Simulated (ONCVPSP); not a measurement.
copper: one change to an ONCV potential, before and after

| Item | Value |
| --- | --- |
| Element | Cu (Z = 29) |
| Generator | ONCVPSP 4.0.1 |
| Type | optimised norm-conserving Vanderbilt (ONCV) |
| Functional | LDA (Perdew-Wang 92) |
| Relativity | scalar-relativistic |
| Frozen core | [Ne] |
| Valence charge | 19 |
| Reference configuration | 3s2 3p6 3d10 (charge +1) |
| Partial waves | 3s: rc 0.95 bohr, ncon 4, nbas 7, qcut 16.7 1/bohr, 3 projectors, debl 1.6 Ha; 3p: rc 1.10 bohr, ncon 4, nbas 8, qcut 13.8 1/bohr, 1 projector; 3d: rc 1.50 bohr, ncon 4, nbas 8, qcut 8.6 1/bohr, 2 projectors, debl 3.2 Ha |
| Local potential | polynomial inside 0.60 bohr (lpopt 5, dvloc0 -1 Ha) |
| Core correction | Teter function, fcfact 4, rcfact 1.6 |

In the s channel the program set the typed energies aside and used -4.514, 0.250, 1.850 Ha.

All-electron outer shells of the reference configuration (LDA (PZ), scalar-relativistic, ld1.x):

```tsv
shell	level (eV)	outermost node (bohr)	outermost maximum (bohr)
3s	-122.84	0.29	0.61
3p	-80.75	0.26	0.62
3d	-14.01	–	0.60
```

Change: p: nproj 3. In the s channel the program set the typed energies aside and used -4.514, 0.250, 1.850 Ha. In the p channel the program set the typed energies aside and used -2.967, 0.250, 2.250 Ha.

Cutoffs: the cutoffs (Ha) at which the residual kinetic energy of the hardest occupied pseudo-wave falls to 1 and 0.1 mHa per electron; they do not see the model core or the augmentation charge, which bear on the density cutoff. Errors are all-electron minus pseudo energies relative to the spin-unpolarised reference configuration.

Question: How do hardness, ghosts and transferability respond?

Answer: The potential gets neither clearly harder nor softer (85 Ha and 101 Ha → 85 Ha and 101 Ha); the errors of the 4 common tests hardly move; the range in which the p phases agree widens (upper end 2.4 → at the end of the scan); neither file shows a bound ghost.

```tsv
quantity	base	changed
cutoff, loose	85 Ha	85 Ha
cutoff, tight	101 Ha	101 Ha
bound ghosts	none	none
GHOST(+) flags under 300 eV	none	none
error for 3s2 3p6 3d10 4s1, meV [ΔE -8.43 eV]	+7.8	+7.8
error for 3s2 3p6 3d9, meV [ΔE 21.69 eV]	+38	+38
error for 3s2 3p6 3d8, meV [ΔE 61.06 eV]	+321	+318
error for 3s2 3p5 3d10 4s1, meV [ΔE 71.04 eV]	-351	-356
s: phases at 0.96 bohr within 0.05 rad from the reference energy up to (Ha; the scan ends near 5)	to the end of the scan	to the end of the scan
p: phases at 1.12 bohr within 0.05 rad from the reference energy up to (Ha; the scan ends near 5)	2.4	to the end of the scan
d: phases at 1.52 bohr within 0.05 rad from the reference energy up to (Ha; the scan ends near 5)	to the end of the scan	to the end of the scan
rms error of d²Exc/dni dnj with the model core, mHa	1.28	1.28
```
